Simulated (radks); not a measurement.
The numbers below are computed, except where a source is named.
Q: The mean radii <r> (bohr) of the occupied orbitals of an atom or ion are listed with their occupations. Code: a radial shooting solver on a logarithmic mesh with Libxc functionals. Model: Dirac Kohn-Sham, PBE, spin-unpolarised, spherical densities, finite nucleus; Fermi nuclear charge, rms radius of each element as measured or else 0.836 A^(1/3) + 0.57 fm.

orbital  occ.      <r>
1s1/2       2  0.06081
2s1/2       2   0.2706
2p1/2       2   0.2352
2p3/2       3   0.2379

Name the element and its charge. Open shells, if any, fill j = l - 1/2 first.

A: Z = 25, manganese, charge +16: Mn16+ in [He] 2s2 2p5. The 1s radius gives Z: for a bare nucleus <r> = (2 gamma + 1)/(2Z) with gamma = sqrt(1 - (Z/c)^2), 0.05933 bohr for Z = 25, and screening makes it slightly larger (0.06081 here). The occupations add up to 9, and the charge is Z minus that.
